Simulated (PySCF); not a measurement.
**Nuclear quadrupole coupling in MoNCl3**

Species: MoNCl3 (singlet state).
Cartesian coordinates in Å at the PBE0-D3(BJ)/def2-SVP level; atoms count from 1:
```
atom  x, y, z in Å
Mo1    0.0069   -0.0016    0.0309
N2     0.2319   -0.0334    1.6257
Cl3    2.0747    0.0257   -0.8596
Cl4   -1.1592    1.8807   -0.3629
Cl5   -1.1544   -1.8715   -0.4341
```

Field gradients from the PBE0/pcSseg-1 (def2-TZVP on Mo) density (PySCF, non-relativistic but for the core potentials past Kr), principal values in atomic units, ordered |Vxx| ≤ |Vyy| ≤ |Vzz|:

```csv
atom,Vxx,Vyy,Vzz
N2,0.3130,0.3159,-0.6289
Cl3,0.1198,1.3372,-1.4571
Cl4,0.1241,1.3361,-1.4603
Cl5,0.1238,1.3380,-1.4617
```

**Question.** Find the asymmetry η = (Vxx − Vyy)/Vzz and the couplings χ = eQV/h (234.96 MHz × Q in barn × V in au), with Q(14N) = 0.02044 b, Q(35Cl) = −0.0817 b.

**Answer.** 
```tsv
atom	environment	nucleus	η	χzz (MHz)	χxx (MHz)	χyy (MHz)
N2	nitrogen bonded to Mo	14N	0.00	-3.021	1.503	1.517
Cl3	chlorine bonded to Mo	35Cl	0.84	27.97	-2.30	-25.67
Cl4	chlorine bonded to Mo	35Cl	0.83	28.03	-2.38	-25.65
Cl5	chlorine bonded to Mo	35Cl	0.83	28.06	-2.38	-25.68
```

The gradient is axial or nearly so (η below 0.05) at N2. 

**Question.** What is Vzz at N2 in SI units (1 au = 9.71736 × 10²¹ V/m²)?

**Answer.** -0.6289 au = -6.111 × 10²¹ V/m².

Isolated species at its PBE0-D3(BJ)/def2-SVP geometry, gas phase. Atoms past krypton carry effective core potentials; spin–orbit coupling is left out. The basis is small and wasn't made for field gradients, so the couplings can be 20 % off.
